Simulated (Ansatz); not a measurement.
Si4B⁻. Charge -1, multiplicity 1. Geometry PBE0-D4/def2-SVPD, basis def2-TZVPD, Ansatz.

Cartesian coordinates in Å:
```
B -0.661 0.599 -0.847
Si -0.259 -0.669 0.623
Si 1.251 0.801 -0.439
Si -2.327 -0.182 -0.563
Si 1.995 -0.548 1.226
```

| run | HOMO (eV) | LUMO (eV) |
| --- | --- | --- |
| A | -1.00 | 1.69 |
| B | -0.35 | 1.02 |
| C | -0.49 | 1.06 |
| D | -0.09 | 1.24 |

Another isomer (singlet) lies 0.69 eV lower at PBE0-D4/def2-TZVPD; other spin states weren't run for this one.

Question: The runs used BLYP, PBE, PBE0, r2SCAN. Estimate which is which.

Answer: A PBE0 (25 % exact exchange); B PBE (0 % exact exchange); C r2SCAN (0 % exact exchange); D BLYP (0 % exact exchange). Exact exchange lowers occupied and raises empty levels; among semilocal functionals meta-GGAs tend to open the gap a little, and such runs are hard to tell apart. The gap grows from 1.33 eV (BLYP) to 2.70 eV (PBE0). The restricted singlet is unstable towards broken spin symmetry in Hartree–Fock (as tested in another run); at PBE0-D4/def2-TZVPD, PBE-D4/def2-TZVPD, r2SCAN-D4/def2-TZVPD, BLYP-D4/def2-TZVPD this wasn't settled.
